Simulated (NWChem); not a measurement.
System: silicon dioxide molecule (SiO$_{2}$); SMILES [Si](=O)=O

Input file for NWChem:

```
start job
memory heap 200 mb stack 900 mb global 1100 mb
geometry units angstroms noautoz
  O      0.000000     0.000000    -1.518369
  Si     0.000000     0.000000     0.000000
  O      0.000000     0.000000     1.518369
end
basis spherical
  * library def2-tzvpd
end
dft
  xc xcamb88 1.00 lyp 0.81 vwn_5 0.19 hfexch 1.00
  cam 0.33 cam_alpha 0.19 cam_beta 0.46
  iterations 150
  mulliken
end
task dft energy
```

NWChem printed, in part:

```
             Northwest Computational Chemistry Package (NWChem) 7.3.0
             --------------------------------------------------------

 ORDER OF PRIMARY AXIS IS BEING SET TO 4
 D4H symmetry detected

                             Geometry "geometry" -> ""
                             -------------------------

 Output coordinates in angstroms (scale by  1.889725989 to convert to a.u.)

  No.       Tag          Charge          X              Y              Z
 ---- ---------------- ---------- -------------- -------------- --------------
    1 O                    8.0000     0.00000000     0.00000000    -1.51836900
    2 Si                  14.0000     0.00000000     0.00000000     0.00000000
    3 O                    8.0000     0.00000000     0.00000000     1.51836900

 Effective nuclear repulsion energy (a.u.)      89.2203250619

      Symmetry information
      --------------------

 Group name             D4h
 Group number             28
 Group order              16
 No. of unique centers     2

                                 NWChem DFT Module
                                 -----------------

 Summary of "ao basis" -> "ao basis" (spherical)
 ------------------------------------------------------------------------------
       Tag                 Description            Shells   Functions and Types
 ---------------- ------------------------------  ------  ---------------------
 O                         def2-tzvpd               14       40   6s4p3d1f
 Si                        def2-tzvpd               15       43   6s5p3d1f

      Symmetry analysis of basis
      --------------------------

        a1g        23
        a1u         0
        a2g         0
        a2u        20
        b1g         7
        b1u         5
        b2g         7
        b2u         5
        eg         24
        eu         32

            General Information
            -------------------
          SCF calculation type: DFT
          Wavefunction type:  closed shell.
          No. of atoms     :     3
          No. of electrons :    30
           Alpha electrons :    15
            Beta electrons :    15
          Charge           :     0
          Spin multiplicity:     1
          Use of symmetry is: on ; symmetry adaption is: on
          Maximum number of iterations: 150
          AO basis - number of functions:   123
                     number of shells:    43
          Convergence on energy requested:  1.00D-06
          Convergence on density requested:  1.00D-05
          Convergence on gradient requested:  5.00D-04

              XC Information
              --------------
                     Hartree-Fock (Exact) Exchange  1.000
                   CAM-Becke88 Exchange Functional  1.000
                      VWN V Correlation Functional  0.190 local
              Lee-Yang-Parr Correlation Functional  0.810

           Range-Separation Parameters
           ---------------------------
           Alpha           :  0.19
           Beta            :  0.46
           Gamma           :  0.33
           Short-Range HF  :     F

             Grid Information
             ----------------
          Grid used for XC integration:  medium
          Radial quadrature: Mura-Knowles
          Angular quadrature: Lebedev.
          Tag              B.-S. Rad. Rad. Pts. Rad. Cut. Ang. Pts.
          ---              ---------- --------- --------- ---------
          O                   0.60       49          12.0       434
          Si                  1.10       88          10.0       590
          Grid pruning is: on
          Number of quadrature shells:   137
          Spatial weights used:  Erf1

      Superposition of Atomic Density Guess
      -------------------------------------

 Sum of atomic energies:        -438.40428572

      Non-variational initial energy
      ------------------------------

 Total energy =    -438.703638
 1-e energy   =    -783.821788
 2-e energy   =     255.897825
 HOMO         =      -0.501728
 LUMO         =      -0.146202

      Symmetry analysis of molecular orbitals - initial
      -------------------------------------------------

 !! scf_movecs_sym_adapt:   24 vectors were symmetry contaminated

  Symmetry fudging

 !! scf_movecs_sym_adapt:   20 vectors were symmetry contaminated

  Numbering of irreducible representations:

     1 a1g         2 a1u         3 a2g         4 a2u         5 b1g
     6 b1u         7 b2g         8 b2u         9 eg         10 eu

  Orbital symmetries:

     1 a1g         2 a2u         3 a1g         4 a1g         5 a2u
     6 eu          7 eu          8 a1g         9 a2u        10 a1g
    11 a2u        12 eu         13 eu         14 eg         15 eg
    16 a1g        17 eu         18 eu         19 a1g        20 a2u
    21 a1g        22 eg         23 eg         24 eu         25 eu

     ---------------------------------------------
      Total Density - Mulliken Population Analysis
     ---------------------------------------------

    Atom       Charge   Shell Charges
 -----------   ------   -------------------------------------------------------
    1 O    8     9.03   0.79  1.18  0.61  1.00  0.31  0.00  2.01  2.20  0.92  0.01  0.00  0.01 -0.01  0.00
    2 Si  14    11.93   2.00  0.59  1.39  0.73  0.21 -0.03  4.10  1.74  0.42  0.38  0.14  0.16  0.04 -0.00  0.07
    3 O    8     9.03   0.79  1.18  0.61  1.00  0.31  0.00  2.01  2.20  0.92  0.01  0.00  0.01 -0.01  0.00

   convergence    iter        energy       DeltaE   RMS-Dens  Diis-err
 ---------------- ----- ----------------- --------- --------- ---------
 d= 0,ls=0.0,diis     1   -439.8044616590 -5.29D+02  1.66D-02  1.70D+00
 d= 0,ls=0.0,diis     2   -439.5055397041  2.99D-01  9.94D-03  5.08D+00
 d= 0,ls=0.0,diis     3   -439.9850193688 -4.79D-01  6.81D-04  1.49D-02
 d= 0,ls=0.0,diis     4   -439.9862297108 -1.21D-03  1.67D-04  8.72D-04
 d= 0,ls=0.0,diis     5   -439.9863387579 -1.09D-04  6.09D-05  3.07D-05
  Resetting Diis
 d= 0,ls=0.0,diis     6   -439.9863479549 -9.20D-06  2.55D-05  3.06D-06
 d= 0,ls=0.0,diis     7   -439.9863490820 -1.13D-06  3.76D-06  1.07D-07
 d= 0,ls=0.0,diis     8   -439.9863490759  6.07D-09  1.78D-06  2.59D-07

         Total DFT energy =     -439.986349075895
      One electron energy =     -785.620661426695
           Coulomb energy =      294.478344715507
    Exchange-Corr. energy =      -38.064357426614
 Nuclear repulsion energy =       89.220325061907

 Numeric. integr. density =       30.000001785801

                  Occupations of the irreducible representations
                  ----------------------------------------------

                     irrep           alpha         beta
                     --------     --------     --------
                     a1g               5.0          5.0
                     a1u               0.0          0.0
                     a2g               0.0          0.0
                     a2u               4.0          4.0
                     b1g               0.0          0.0
                     b1u               0.0          0.0
                     b2g               0.0          0.0
                     b2u               0.0          0.0
                     eg                2.0          2.0
                     eu                4.0          4.0

                       DFT Final Molecular Orbital Analysis
                       ------------------------------------

 Vector   13  Occ=2.000000D+00  E=-4.619365D-01  Symmetry=eu
              MO Center= -2.4D-15,  2.6D-15, -1.8D-13, r^2= 2.5D+00
   Bfn.  Coefficient  Atom+Function         Bfn.  Coefficient  Atom+Function
  ----- ------------  ---------------      ----- ------------  ---------------
     7      0.205132  1 O  px                90      0.205132  3 O  px
     8     -0.197631  1 O  py                91     -0.197631  3 O  py
    56      0.184438  2 Si px                57     -0.177694  2 Si py
    10      0.164183  1 O  px                93      0.164183  3 O  px
    11     -0.158180  1 O  py                94     -0.158180  3 O  py

 Vector   14  Occ=2.000000D+00  E=-4.207149D-01  Symmetry=eg
              MO Center= -6.3D-16, -6.1D-16, -3.3D-14, r^2= 2.8D+00
   Bfn.  Coefficient  Atom+Function         Bfn.  Coefficient  Atom+Function
  ----- ------------  ---------------      ----- ------------  ---------------
     7      0.248486  1 O  px                90     -0.248486  3 O  px
     8      0.206633  1 O  py                10      0.206293  1 O  px
    91     -0.206633  3 O  py                93     -0.206293  3 O  px
    11      0.171547  1 O  py                94     -0.171547  3 O  py
    13      0.141792  1 O  px                96     -0.141792  3 O  px

 Vector   15  Occ=2.000000D+00  E=-4.207149D-01  Symmetry=eg
              MO Center=  1.5D-15, -4.9D-15,  1.6D-13, r^2= 2.8D+00
   Bfn.  Coefficient  Atom+Function         Bfn.  Coefficient  Atom+Function
  ----- ------------  ---------------      ----- ------------  ---------------
     8      0.248486  1 O  py                91     -0.248486  3 O  py
     7     -0.206633  1 O  px                11      0.206293  1 O  py
    90      0.206633  3 O  px                94     -0.206293  3 O  py
    10     -0.171547  1 O  px                93      0.171547  3 O  px
    14      0.141792  1 O  py                97     -0.141792  3 O  py

 Vector   16  Occ=0.000000D+00  E=-9.754423D-02  Symmetry=a1g
              MO Center=  2.4D-15, -3.4D-15,  1.2D-14, r^2= 3.4D+00
   Bfn.  Coefficient  Atom+Function         Bfn.  Coefficient  Atom+Function
  ----- ------------  ---------------      ----- ------------  ---------------
    45      0.643582  2 Si s                 46      0.611514  2 Si s
    44      0.247622  2 Si s                  6     -0.210207  1 O  s
    89     -0.210207  3 O  s                  9     -0.195883  1 O  pz
    92      0.195883  3 O  pz                64     -0.189757  2 Si d  0
    43     -0.184919  2 Si s                 12     -0.155663  1 O  pz

[...]
```

Level: CAM-B3LYP/def2-TZVPD. Geometry: optimised at PBE0/def2-SVP.
